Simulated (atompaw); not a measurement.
## What one change does to a pseudopotential (Se (Z = 34), PAW (atompaw))

```json
{
  "Element": "Se",
  "Generator": "atompaw 4.2.0.5",
  "Type": "PAW",
  "Functional": "PBE",
  "Relativity": "scalar-relativistic",
  "Frozen core": "[Ar] 3d10",
  "Valence charge": "6",
  "Reference configuration": "4s2 4p2 (charge +2)",
  "Partial waves": "4s (bound): rc 1.45 bohr; 4s channel at -2.15 Ry: rc 1.45 bohr; 4p (bound): rc 1.45 bohr; 4p channel at -0.2 Ry: rc 1.45 bohr; 4d channel at -0.15 Ry: rc 1.45 bohr; 4d channel at 1.2 Ry: rc 1.45 bohr",
  "Local potential": "troulliermartins scheme with l = 3 at 0 Ry, radius 1.40 bohr",
  "Core correction": "smooth core density matched at 1.30 bohr",
  "Augmentation charge": "besselshape compensation charge, radius 1.15 bohr; PAW radius 1.45 bohr; waves and projectors: custom polynom2 7 10 vanderbiltortho"
}
```

Change: functional PBEsol; removed wave 4d channel at 1.2 Ry: rc 1.45 bohr.

Cutoffs: the cutoffs (Ry, on a coarse ladder) from which the occupation-weighted sum of valence levels, in a spherical-Bessel basis at the reference potential, stays within 10 and 1 mRy of its value at 400 Ry; they do not see the model core or the augmentation charge, which bear on the density cutoff.

Q: What does the change do?

A: The potential gets neither clearly harder nor softer (21 Ry and 30 Ry → 21 Ry and 30 Ry); the bound ghosts move from d, p, s to p, s; the range in which the d phases agree narrows (upper end at the end of the scan → 1.0).

| quantity | base | changed |
| --- | --- | --- |
| cutoff, loose | 21 Ry | 21 Ry |
| cutoff, tight | 30 Ry | 30 Ry |
| bound ghosts | s, p, d | s, p |
| s: phases at 1.45 bohr within 0.05 rad from the reference energy up to (Ry; the scan ends near 5) | to the end of the scan | to the end of the scan |
| p: phases at 1.45 bohr within 0.05 rad from the reference energy up to (Ry; the scan ends near 5) | to the end of the scan | to the end of the scan |
| d: phases at 1.45 bohr within 0.05 rad from the reference energy up to (Ry; the scan ends near 5) | to the end of the scan | 1.0 |
| lowest overlap eigenvalue by channel | s 0.07, p 0.32, d 0.93 | s 0.07, p 0.32, d 1.00 |

 A true bound ghost makes a file unfit for plane-wave use even where its test errors are small: the radial tests pick states by their node count and pass the ghost by. The cutoffs see the waves, projectors and local potential, not the compensation charge or the core.
